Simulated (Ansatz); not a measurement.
Geometry optimisation, RKS B3LYP-D4/def2-SVP in Ansatz 0.2.0.

Input:

```yaml
crystal:
  periodic: [false, false, false]
  atoms:
    - { symbol: Zr, position_ang: [-0.519585, 0.0, -0.433386] }
    - { symbol: Cl, position_ang: [0.100916, 0.0, 3.234967] }
    - { symbol: F, position_ang: [1.285162, 0.0, 0.144698] }
    - { symbol: F, position_ang: [-0.65543, 1.51901, -1.544142] }
    - { symbol: F, position_ang: [-0.65543, -1.51901, -1.544142] }
    - { symbol: Br, position_ang: [-2.757431, 0.0, 1.016855] }
    - { symbol: H, position_ang: [-1.231804, 0.0, 3.302849] }
basis:
  gaussian: { orbitals: def2-SVP }
hamiltonian:
  xc: b3lyp
  dispersion: d4
relax:
  f_tol: 0.03
  max_steps: 50
```

Command:

```bash
$ ansatz run input.yaml --threads 4 --pin off --max-ram 5120MiB --backend cpu --events-out ev --progress --plain --runs-dir out
```

Q: Where does it end, and by what steps?

A: The forces met the threshold. After 19 steps the energy has fallen by 0.121 eV; Cl2 moved furthest, 0.41 Å.

```csv
step,energy less start (eV),largest force component (eV/Å),accepted
0,0.0000,1.071,yes
1,-0.0220,1.130,yes
2,-0.0892,0.663,yes
3,-0.0681,0.784,no
4,-0.0841,0.745,no
5,-0.0990,0.163,yes
6,-0.1005,0.116,yes
7,-0.1056,0.075,yes
8,-0.1034,0.490,no
9,-0.1141,0.154,yes
10,-0.1181,0.039,yes
11,-0.1176,0.229,no
12,-0.1192,0.039,yes
13,-0.1193,0.035,yes
14,-0.1185,0.350,no
15,-0.1200,0.057,yes
16,-0.1203,0.140,yes
17,-0.1208,0.075,yes
18,-0.1210,0.038,yes
19,-0.1210,0.004,yes
```

```xyz
7
Properties=species:S:1:pos:R:3
Zr -0.587 0.000 -0.599
Cl 0.129 0.000 3.641
F 1.084 0.000 0.287
F -0.678 1.536 -1.704
F -0.678 -1.536 -1.704
Br -2.585 0.000 0.953
H -1.118 0.000 3.304
```

Whether the end is a true minimum wasn't checked by a vibrational analysis.

Time of the run: 56 s on 4 threads of Arm Neoverse V2, with other jobs on the host, peak memory 0.37 GiB.
